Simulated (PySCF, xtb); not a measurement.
Ge(H)3(Et) (C2H8Ge), SMILES C[CH2][GeH3].

Harmonic wavenumbers (cm⁻¹) from GFN2-xTB (xtb 6.7.1) at its own minimum, in rising order: 116, 214, 215, 457, 488, 586, 737, 783, 859, 867, 973, 1010, 1069, 1232, 1262, 1416, 1464, 1501, 1504, 1983, 2071, 2072, 2947, 2963, 3010, 3012, 3020.

Problem. What does PBE-D3(BJ)/def2-SVP run with PySCF give at its own minimum? (The exact figures need the calculation; the answer reports its results.)

Solution. 115, 212, 219, 471, 500, 595, 716, 802, 855, 858, 952, 954, 1034, 1196, 1207, 1347, 1389, 1424, 1426, 2065, 2075, 2079, 2962, 2985, 3034, 3043, 3056. Paired by order, the mean absolute difference is 30 cm⁻¹ and the zero-point energies are 54.1 and 53.7 kcal/mol.
